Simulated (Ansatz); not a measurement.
Geometry optimisation, RKS B3LYP-D4/STO-3G (Ansatz).

input.yaml

```yaml
crystal:
  periodic: [false, false, false]
  atoms:
    - { symbol: C, position_ang: [2.0803, -1.7552, 0.5824] }
    - { symbol: C, position_ang: [1.3952, -0.3671, 0.2652] }
    - { symbol: O, position_ang: [-0.0436, -0.4891, 0.403] }
    - { symbol: Si, position_ang: [-0.8894, 0.8508, 0.1452] }
    - { symbol: C, position_ang: [-1.1454, 1.2813, -1.643] }
    - { symbol: "N", position_ang: [-2.4439, 0.3987, 0.8348] }
    - { symbol: H, position_ang: [3.1463, -1.6597, 0.4713] }
    - { symbol: H, position_ang: [1.8256, -2.0127, 1.5823] }
    - { symbol: H, position_ang: [1.6503, -2.4626, -0.0645] }
    - { symbol: H, position_ang: [1.6528, -0.0697, -0.7373] }
    - { symbol: H, position_ang: [1.7834, 0.3868, 0.9832] }
    - { symbol: H, position_ang: [-0.4305, 1.9769, 0.9649] }
    - { symbol: H, position_ang: [-0.2345, 1.5979, -2.0801] }
    - { symbol: H, position_ang: [-1.5687, 0.4642, -2.1934] }
    - { symbol: H, position_ang: [-1.8303, 2.1196, -1.7511] }
    - { symbol: H, position_ang: [-2.2715, 0.2264, 1.8398] }
    - { symbol: H, position_ang: [-2.695, -0.487, 0.4374] }
basis:
  gaussian: { orbitals: STO-3G }
hamiltonian:
  xc: b3lyp
  dispersion: d4
relax:
  f_tol: 0.02
  max_steps: 40
```

Command:

```bash
$ ansatz run input.yaml --threads 1 --pin off --max-ram 2048MiB --backend cpu --events-out ev --progress --plain --runs-dir out
```

Where does it end, and by what steps?

It converged. Limits of this set-up: minimal basis. After 6 steps the energy has fallen by 0.622 eV; H17 moved furthest, 0.41 Å.

```
step  energy less start (eV)  largest force component (eV/Å)  accepted
   0                  0.0000                           3.115       yes
   1                 -0.5155                           1.645       yes
   2                 -0.5971                           0.587       yes
   3                 -0.6071                           0.513       yes
   4                 -0.6192                           0.137       yes
   5                 -0.6216                           0.038       yes
   6                 -0.6220                           0.012       yes
```

```xyz
17
Properties=species:S:1:pos:R:3
C 2.159 -1.704 0.552
C 1.380 -0.393 0.219
O -0.036 -0.621 0.498
Si -0.964 0.811 0.248
C -1.073 1.253 -1.573
N -2.589 0.515 0.853
H 3.233 -1.571 0.352
H 2.025 -1.967 1.613
H 1.783 -2.536 -0.063
H 1.568 -0.133 -0.851
H 1.806 0.441 0.828
H -0.387 1.908 1.003
H -0.091 1.519 -1.982
H -1.468 0.419 -2.167
H -1.740 2.112 -1.717
H -2.582 0.240 1.865
H -3.043 -0.294 0.363
```

Whether the end is a true minimum wasn't checked by a vibrational analysis.

Run time: 34 s on 1 thread of Arm Neoverse V1 (shared host), peak memory 0.15 GiB.
